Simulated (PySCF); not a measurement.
# J couplings in C5H8FN

Bonds: C1-C2 1.501 Å, C2-N3 1.266 Å, C2-C4 1.474 Å, C4-C5 1.498 Å, C4-C6 1.331 Å, C6-F7 1.343 Å. C1 carries H8, H9, H10; N3 carries H11; C5 carries H12, H13, H14; C6 carries H15.

Couplings: B3LYP/pcJ-1 (spin–dipole term only in couplings to heteroatoms) in PySCF, geometry GFN2-xTB; gas phase, one conformer, non-relativistic. Couplings are averaged over pairs made equivalent by symmetry, fast rotation or ring inversion, so a value needn't be that of the named pair in this geometry, while other rotamers aren't included; one pair stands for each set, and the list holds a selection of those of at least 0.8 Hz over up to four bonds. One-bond C–F couplings come out tens of Hz too large with common functionals.

Isotopes: ¹³C, ¹⁹F, ¹H, ¹⁵N.

```
    pair  bonds  J (Hz)
  C1, C2      1       ?
  C1, H8      1   133.9
  C2, N3      1       ?
  C2, C4      1       ?
 N3, H11      1       ?
  C4, C5      1    47.1
  C4, C6      1       ?
 C5, H12      1   136.1
  C6, F7      1  -344.1
 C6, H15      1   206.1
  C1, N3      2     3.7
  C2, H8      2    -5.7
 C2, H11      2    -5.5
  N3, C4      2   -10.3
  C4, F7      2    -6.5
 C4, H15      2    12.2
  C5, C6      2     9.5
 F7, H15      2    92.0
  H8, H9      2   -15.2
H12, H13      2   -14.6
 C1, H11      3    10.6
  N3, C6      3       ?
  C4, H8      3       ?
 C4, H11      3       ?
 C5, H15      3     4.2
H12, H15      4    -1.9
```

Problem. Estimate the withheld couplings, with signs.

Solution. 
- ¹J(C1,C2) = 38.1 Hz (bond length 1.501 Å)
- ¹J(C2,N3) = -7.5 Hz (bond length 1.266 Å)
- ¹J(C2,C4) = 61.1 Hz (bond length 1.474 Å)
- ¹J(N3,H11) = -54.2 Hz (bond length 1.018 Å)
- ¹J(C4,C6) = 91.8 Hz (bond length 1.331 Å)
- ³J(N3,C6) = -4.2 Hz (dihedral angle 180°)
- ³J(C4,H8) = 2.1 Hz (mean over equivalent pairs that range from 0.6 to 5.1 Hz in this conformer)
- ³J(C4,H11) = 17.6 Hz (dihedral angle 180°)
